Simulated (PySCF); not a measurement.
CH$_{5}$O, charge +1, singlet, at a GFN2-xTB geometry; CCSD(T)/6-31G* run with PySCF.

PySCF was given this input:
```python
from pyscf import gto, scf, cc

mol = gto.M(
    atom='''
C    -0.01927668    0.75112854    0.00090995
O    -0.01945091   -0.71002909    0.07309383
H    -1.05393514    1.08479565    0.06211764
H     0.89956319   -1.05604335    0.06619891
H     0.52546643    1.12435414    0.86667889
H     0.43988827    1.11244731   -0.91822338
H    -0.53971541   -1.09209225   -0.66698245
''',
    basis='6-31g*',
    charge=1,
    verbose=4,
)

mf = scf.RHF(mol)
mf.kernel()

mycc = cc.CCSD(mf)
mycc.kernel()
et = mycc.ccsd_t()
print('E(CCSD(T)) = %.10f' % (mycc.e_tot + et))
```

Task: Write the output that PySCF gives for this input, abridged.

Result: 
```
PySCF version 2.14.0

[INPUT] verbose = 4
[INPUT] num. atoms = 7
[INPUT] num. electrons = 18
[INPUT] charge = 1
[INPUT] spin (= nelec alpha-beta = 2S) = 0
[INPUT] symmetry False subgroup None
[INPUT] Mole.unit = angstrom
[INPUT] Symbol           X                Y                Z      unit          X                Y                Z       unit  Magmom
[INPUT]  1 C     -0.019276680000   0.751128540000   0.000909950000 AA   -0.036427645791   1.419427224944   0.001719556287 Bohr   0.0
[INPUT]  2 O     -0.019450910000  -0.710029090000   0.073093830000 AA   -0.036756892774  -1.341760520574   0.138127320096 Bohr   0.0
[INPUT]  3 H     -1.053935140000   1.084795650000   0.062117640000 AA   -1.991648767655   2.049966679620   0.117385327104 Bohr   0.0
[INPUT]  4 H      0.899563190000  -1.056043350000   0.066198910000 AA    1.699928060840  -1.995632707168   0.125097809645 Bohr   0.0
[INPUT]  5 H      0.525466430000   1.124354140000   0.866678890000 AA    0.992987640353   2.124721391621   1.637785740042 Bohr   0.0
[INPUT]  6 H      0.439888270000   1.112447310000  -0.918223380000 AA    0.831268355709   2.102220743909  -1.735190709372 Bohr   0.0
[INPUT]  7 H     -0.539715410000  -1.092092250000  -0.666982450000 AA   -1.019914310107  -2.063755255260  -1.260414160391 Bohr   0.0

nuclear repulsion = 46.4113128159519
number of shells = 22
number of NR pGTOs = 74
number of NR cGTOs = 38
basis = 6-31g*
ecp = {}

******** <class 'pyscf.scf.hf.RHF'> ********
method = RHF
initial guess = minao
damping factor = 0
level_shift factor = 0
DIIS = <class 'pyscf.scf.diis.CDIIS'>
diis_start_cycle = 1
diis_space = 8
diis_damp = 0
SCF conv_tol = 1e-09
SCF conv_tol_grad = None
SCF max_cycles = 50
direct_scf = True
direct_scf_tol = 1e-13
Set gradient conv threshold to 3.16228e-05
Initial guess from minao.
init E= -115.763276656639
  HOMO = -0.40250235428068  LUMO = 0.0797935042209126  gap/eV = 13.12394
cycle= 1 E= -115.283460555275  delta_E= 0.48  |g|= 0.396  |ddm|= 1.92
  HOMO = -0.829210780962411  LUMO = -0.112415512705549  gap/eV = 19.50499
cycle= 2 E= -115.328990330381  delta_E= -0.0455  |g|= 0.125  |ddm|= 0.483
  HOMO = -0.780498510146066  LUMO = -0.0800562563331959  gap/eV = 19.06000
cycle= 3 E= -115.332438942337  delta_E= -0.00345  |g|= 0.0301  |ddm|= 0.106
  HOMO = -0.788125995851621  LUMO = -0.0775510984811629  gap/eV = 19.33573
cycle= 4 E= -115.33272967906  delta_E= -0.000291  |g|= 0.00739  |ddm|= 0.0364
  HOMO = -0.78788113695388  LUMO = -0.0768494203065142  gap/eV = 19.34816
cycle= 5 E= -115.332745187458  delta_E= -1.55e-05  |g|= 0.00262  |ddm|= 0.00674
  HOMO = -0.787914640569306  LUMO = -0.0769653573018272  gap/eV = 19.34592
cycle= 6 E= -115.332747380178  delta_E= -2.19e-06  |g|= 0.000698  |ddm|= 0.00253
  HOMO = -0.788023628342094  LUMO = -0.0768882701643192  gap/eV = 19.35098
cycle= 7 E= -115.33274763072  delta_E= -2.51e-07  |g|= 0.000118  |ddm|= 0.00106
  HOMO = -0.788028401788881  LUMO = -0.0768722384566973  gap/eV = 19.35154
cycle= 8 E= -115.332747639348  delta_E= -8.63e-09  |g|= 2.06e-05  |ddm|= 0.000231
  HOMO = -0.788026751754884  LUMO = -0.0768719128066415  gap/eV = 19.35151
cycle= 9 E= -115.332747639626  delta_E= -2.78e-10  |g|= 4.29e-06  |ddm|= 4.43e-05
  HOMO = -0.788026714559086  LUMO = -0.0768720054967904  gap/eV = 19.35151
Extra cycle  E= -115.332747639638  delta_E= -1.15e-11  |g|= 1.91e-06  |ddm|= 6.63e-06
converged SCF energy = -115.332747639638

******** <class 'pyscf.cc.ccsd.CCSD'> ********
CC2 = 0
CCSD nocc = 9, nmo = 38
max_cycle = 50
direct = 0
conv_tol = 1e-07
conv_tol_normt = 1e-05
diis_space = 6
diis_start_cycle = 0
diis_start_energy_diff = 1e+09
Init t2, MP2 energy = -115.642554810715  E_corr(MP2) -0.309807171076991
Init E_corr(CCSD) = -0.309807171078628
cycle = 1  E_corr(CCSD) = -0.324415104295683  dE = -0.0146079332  norm(t1,t2) = 0.0376591
cycle = 2  E_corr(CCSD) = -0.331546173388441  dE = -0.00713106909  norm(t1,t2) = 0.0117555
cycle = 3  E_corr(CCSD) = -0.333859710482156  dE = -0.00231353709  norm(t1,t2) = 0.00469384
cycle = 4  E_corr(CCSD) = -0.334300182439108  dE = -0.000440471957  norm(t1,t2) = 0.00107611
cycle = 5  E_corr(CCSD) = -0.334267048523556  dE = 3.31339156e-05  norm(t1,t2) = 0.000346005
cycle = 6  E_corr(CCSD) = -0.334262535612057  dE = 4.5129115e-06  norm(t1,t2) = 8.99074e-05
cycle = 7  E_corr(CCSD) = -0.334264773948156  dE = -2.2383361e-06  norm(t1,t2) = 3.37e-05
cycle = 8  E_corr(CCSD) = -0.334264677533457  dE = 9.64146994e-08  norm(t1,t2) = 9.8512e-06
CCSD converged
E(CCSD) = -115.667012317171  E_corr = -0.3342646775334569
CCSD(T) correction = -0.00569820575338743
E(CCSD(T)) = -115.6727105229
```
